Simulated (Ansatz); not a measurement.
Species: 1-methylcyclopenta-1,3-diene, C₆H₈ (charge 0, singlet). SMILES: CC1=CC=CC1
Coordinates optimised at B3LYP-D3(BJ)/def2-TZVP (Ansatz, a quantum-chemistry and plane-wave program):
```xyz
14

C      2.1773    -0.0375     0.0303
C      0.6888    -0.0542    -0.0370
C     -0.1033    -0.7733    -0.8541
C     -1.5091    -0.4754    -0.5727
C     -1.5839     0.4277     0.4184
C     -0.1915     0.7831     0.8552
H      2.6126    -0.7170    -0.7030
H      2.5365    -0.3347     1.0205
H      2.5753     0.9641    -0.1600
H      0.2380    -1.4692    -1.6086
H     -2.3453    -0.9224    -1.0919
H     -2.4805     0.8464     0.8497
H     -0.0223     0.5573     1.9149
H      0.0164     1.8533     0.7369
```
Charge 0, spin multiplicity 1.

Atomisation energy built up term by term with Ansatz (kcal/mol; UHF references for open shells; valence terms freeze the core; atomic spin-orbit terms are left out). CBS marks a two-point X^-3 extrapolation of the correlation energy; Hartree-Fock from the larger set.

The Hartree-Fock reference is unstable (checked in the largest basis), which strains HF and MP2. 

```json
[
 {"term": "Hartree-Fock", "basis": "cc-pVQZ", "kcal/mol": "1107.88"},
 {"term": "CCSD correlation", "basis": "CBS(cc-pVTZ,cc-pVQZ)", "kcal/mol": "___"},
 {"term": "(T)", "basis": "CBS(cc-pVTZ,cc-pVQZ)", "kcal/mol": "___"},
 {"term": "core correlation", "basis": "cc-pwCVTZ", "kcal/mol": "6.94"},
 {"term": "scalar relativity (X2C)", "basis": "cc-pVTZ-DK against cc-pVTZ", "kcal/mol": "-1.04"},
 {"term": "sum: De", "basis": "", "kcal/mol": "___"}
]
```

Q: Some entries are withheld; supply them.

A: 
- CCSD correlation, kcal/mol: 340.97
- (T), kcal/mol: 25.62
- sum: De, kcal/mol: 1480.4
